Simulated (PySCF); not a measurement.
Predicted microwave data (PBE0/def2-SVPD in PySCF (dipole) on a GFN2-xTB geometry, gas phase) for one isomer of C4H9ClSi2:

| Item | Value |
| --- | --- |
| Rotational constants | A = 2349, B = 820.7, C = 676.5 MHz |
| Dipole components | \|μa\| = 0.87 D, \|μb\| = 1.10 D, \|μc\| = 0.04 D |
| Inertial defect | -83.87 u·Å² |
| κ | -0.83 |

Question: Which structure is it? (One computed conformer of each.)
A. `[SiH3:1][C@H:2]1[CH2:3][C:4]([Cl:5])=[CH:6][SiH2:7]1` with Si1–C2–C3–C4 150°, C2–C3–C4–Cl5 167°, C4–C6–Si7–C2 10°, Si1–C2–Si7–C6 -144°
B. `[SiH3:1][SiH2:2][C@H:3]1[CH:4]=[C:5]([Cl:6])[CH2:7]1` with Si1–Si2–C3–C4 -43°

Answer: B. It is [SiH3][SiH2][C@H]1C=C(Cl)C1, an asymmetric top, point group C1. The candidates at the same level (rigid rotor, commonest isotopes):

```json
{"SMILES": "[SiH3][SiH2][C@H]1C=C(Cl)C1", "A (MHz)": "2349", "B (MHz)": "820.7", "C (MHz)": "676.5", "μa (D)": "0.87", "μb (D)": "1.10", "μc (D)": "0.04", "Δ (u·Å²)": "-83.87", "point group": "C1", "rotor": "asymmetric top"}
{"SMILES": "[SiH3][C@H]1CC(Cl)=C[SiH2]1", "A (MHz)": "2624", "B (MHz)": "827.9", "C (MHz)": "652.0", "μa (D)": "0.96", "μb (D)": "0.30", "μc (D)": "0.40", "Δ (u·Å²)": "-27.94", "point group": "C1", "rotor": "asymmetric top"}
```

`[SiH3][C@H]1CC(Cl)=C[SiH2]1` has A 12 % too high. No structure here is proved a minimum.
